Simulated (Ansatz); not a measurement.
`[GeH3][CH2][TeH]` → `C[Te][GeH3]`  (isomerisation)

Isolated molecules relaxed with PBE0-D4/def2-TZVP in Ansatz; ΔE leaves out vibrations. CCSD(T)/CBS adds triple-zeta CCSD(T) − MP2 to the extrapolated MP2 energy (def2 sets, frozen cores). Functionals use def2-TZVPP. def2 core potentials past Kr. For Ge, Te outer-core shells are correlated without core-valence functions, which leaves a few kJ/mol of doubt a bond. Scalar relativity is left out up to krypton.

```csv
species,PBE energy (Eh)
`[GeH3][CH2][TeH]`,-2386.34794
`C[Te][GeH3]`,-2386.38002
```

**Question.** Work out ΔE.

**Answer.** ΔE = (-2386.38002) − (-2386.34794) = -0.03208 Eh = -84.2 kJ/mol. CCSD(T)/CBS gives -76.6 kJ/mol.

Largest T1 diagnostic among the species: 0.011.

In def2-TZVPP, CCSD(T) changes the Hartree–Fock value by +12.9 kJ/mol (the triples alone add +0.6 kJ/mol) and MP2 by +9.1 kJ/mol.
